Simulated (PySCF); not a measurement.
**How exact exchange moves a shielding**

Molecule: `InChI=1S/C3H8O2Si/c1-3-5-6(2)4/h3-4,6H,1H2,2H3/t6-/m1/s1`.

Bonds (- single, = double, # triple, : aromatic): C1=C2 1.337 Å, C2-O3 1.344 Å, O3-Si4 1.686 Å, Si4-C5 1.861 Å, Si4-O6 1.653 Å. C1 carries H7, H8; C2 carries H9; Si4 carries H10; C5 carries H11, H12, H13; O6 carries H14. Stereochemistry as in C=CO[Si@H](C)O. H8 is cis to O3; H7 is trans to O3.

GIAO shieldings (ppm, equivalent atoms averaged) in PySCF 2.14.0 with density-fitted response routines on the PBE0-D3(BJ)/def2-SVP geometry, basis pcSseg-1, gas phase, non-relativistic:

| functional | exact exchange (%) | σ(O3) | σ(O6) | σ(Si4) |
| --- | --- | --- | --- | --- |
| BLYP | 0 | 164.0 | 275.4 | 340.2 |
| BP86 | 0 | 167.5 | 276.6 | 344.7 |
| PBE | 0 | 165.8 | 276.5 | 344.8 |
| B3LYP | 20 | 179.8 | 282.2 | 353.2 |
| PBE0 | 25 | 184.8 | 284.6 | 362.1 |
| mPW1PW91 | 25 | 185.4 | 284.6 | 361.6 |
| HF | 100 | 230.8 | 301.4 | 411.0 |

Task: Fit each shielding as a line in the percentage of exact exchange.

Result: σ(O3) = 166.8 + 0.65 x (rms 1.6 ppm); σ(O6) = 276.9 + 0.25 x (rms 1.0 ppm); σ(Si4) = 343.1 + 0.68 x (rms 2.1 ppm). The functionals also differ in their semilocal parts, which the line can't hold; Hartree–Fock has no correlation at all.

Task: What does the line predict for BHandHLYP (50 %), and what does the run give?

Result: σ(O3): 199.3 predicted, 200.3 computed; σ(O6): 289.4 predicted, 290.3 computed; σ(Si4): 377.1 predicted, 374.3 computed ppm.
